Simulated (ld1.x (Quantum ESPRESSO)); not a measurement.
## Cutoff test, vanadium (V), TM

V, norm-conserving Troullier–Martins (Kleinman–Bylander form), made with ld1.x (Quantum ESPRESSO) 7.5 (LDA (PZ), scalar-relativistic). Core [Ne], reference 3s2 3p6 3d3 4s1 4p1. Waves: 3s (bound): rc 1.30 bohr; 3p (bound): rc 1.40 bohr; 3d (bound): rc 2.20 bohr. Local part: all-electron potential smoothed inside 1.60 bohr (lloc = -1). Core correction: a·sin(br)/r model core inside 0.80 bohr.

Occupied shells without a wave of their own: 4p, 4s. They enter only through the test configuration that unscreens the potential, and ld1.x also counts them in the model core charge.

The pseudo-atom Hamiltonian at the reference potential is diagonalised in spherical Bessel functions j_l(qr) that vanish at 20 bohr, with q² up to the cutoff. All-electron valence levels (Ry): 3s -5.2365, 4s -0.4190, 3p -3.3348, 4p -0.1617, 3d -0.4935.

Question: How do the lowest levels (Ry) of each channel move with the cutoff, and are there ghosts?

Answer:

```json
{"cutoff (Ry)": "8", "s #1": "-4.9269", "s #2": "-0.3054", "s #3": "-0.0074", "p #1": "-1.7699", "p #2": "-0.0825", "d #1": "0.0088", "f #1": "0.0911", "f #2": "0.2051", "Σ f·Δε (mRy)": "11676.5"}
{"cutoff (Ry)": "18", "s #1": "-5.0261", "s #2": "-0.3389", "s #3": "-0.0127", "p #1": "-2.9348", "p #2": "-0.1387", "d #1": "-0.0631", "f #1": "0.0911", "f #2": "0.2051", "Σ f·Δε (mRy)": "4182.9"}
{"cutoff (Ry)": "35", "s #1": "-5.2038", "s #2": "-0.3802", "s #3": "-0.0187", "p #1": "-3.3189", "p #2": "-0.1598", "d #1": "-0.4378", "f #1": "0.0911", "f #2": "0.2051", "Σ f·Δε (mRy)": "336.6"}
{"cutoff (Ry)": "55", "s #1": "-5.2310", "s #2": "-0.3865", "s #3": "-0.0196", "p #1": "-3.3345", "p #2": "-0.1608", "d #1": "-0.4931", "f #1": "0.0911", "f #2": "0.2051", "Σ f·Δε (mRy)": "15.6"}
{"cutoff (Ry)": "90", "s #1": "-5.2353", "s #2": "-0.3873", "s #3": "-0.0197", "p #1": "-3.3348", "p #2": "-0.1608", "d #1": "-0.4934", "f #1": "0.0911", "f #2": "0.2051", "Σ f·Δε (mRy)": "3.5"}
{"cutoff (Ry)": "140", "s #1": "-5.2364", "s #2": "-0.3875", "s #3": "-0.0197", "p #1": "-3.3348", "p #2": "-0.1608", "d #1": "-0.4935", "f #1": "0.0911", "f #2": "0.2051", "Σ f·Δε (mRy)": "0.3"}
{"cutoff (Ry)": "400", "s #1": "-5.2365", "s #2": "-0.3875", "s #3": "-0.0197", "p #1": "-3.3348", "p #2": "-0.1608", "d #1": "-0.4935", "f #1": "0.0911", "f #2": "0.2051", "Σ f·Δε (mRy)": "0.0"}
```

Result: no extra level below or beside the all-electron valence levels (s, p, d, f tested); 10 mRy is reached at 80 Ry and 1 mRy at 110 Ry.

The potential misses its own reference levels by up to 0.4 eV. ld1.x takes every shell without a wave as core, so the model core holds the 4p, 4s electrons as well and exchange and correlation see them twice. This cancels in the reference configuration, but the file is broken for other ones, and its errors say nothing about a proper core correction. Its largest configuration-test error is -1067 meV.
